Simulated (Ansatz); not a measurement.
Gas-phase reaction in SMILES: C=C(C)CCC -> [CH2]CCC(=C)C + H atom (the C-H bond at the site shown breaks; other sites are not compared here)
Structures are relaxed separately at B3LYP-D3(BJ)/def2-TZVP in Ansatz (a first-principles code), one conformer each, not searched for the lowest.

Wanted: bond dissociation energy (electronic energy difference), in kJ/mol. Cores are frozen in the correlated levels unless marked. Open shells are spin-unrestricted. No spin-orbit coupling. Non-relativistic unless marked X2C. Basis-set limits of correlation are two-point, X^-3; Hartree-Fock from the larger set. The bracket is a focal-point correction in the basis named.

| level | program | bond dissociation energy (kJ/mol) |
|---|---|---|
| BLYP/def2-TZVPD | Ansatz | 438.1 |
| PBE0/def2-QZVPP | Ansatz | 440.3 |
| CAM-B3LYP-D4/def2-TZVPD | Ansatz + dftd4 | 450.3 |
| B2PLYP/def2-TZVPD | Ansatz | 446.3 |
| RI-MP2/cc-pVTZ | Ansatz | 452.7 |

### Question
Predict the RI-MP2/CBS(cc-pVTZ,cc-pVQZ)+[CCSD(T)-MP2]/cc-pVTZ result (Ansatz).

### Answer
460.1 kJ/mol, so RI-MP2/cc-pVTZ differs from it by -7.4 kJ/mol.
